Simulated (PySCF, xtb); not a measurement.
Si(CF3)(H)2(Me) (C2H5F3Si), SMILES C[SiH2]C(F)(F)F.

Harmonic wavenumbers (cm⁻¹) from xtb with GFN2-xTB at its own minimum, in rising order: 35, 112, 124, 194, 238, 380, 435, 460, 461, 578, 652, 672, 745, 776, 819, 840, 1021, 1023, 1141, 1362, 1454, 1460, 2296, 2299, 3020, 3021, 3048.

Question: What does B3LYP-D3(BJ)/def2-SVP (PySCF) give at its own minimum? (Estimate from the structure and the level; the computed values follow.)

Answer: 62, 123, 146, 224, 273, 402, 486, 521, 523, 680, 687, 738, 750, 886, 899, 949, 1135, 1148, 1239, 1276, 1431, 1437, 2246, 2252, 3037, 3133, 3134. Paired by order, the mean absolute difference is 60 cm⁻¹ and the zero-point energies are 41.0 and 42.6 kcal/mol.
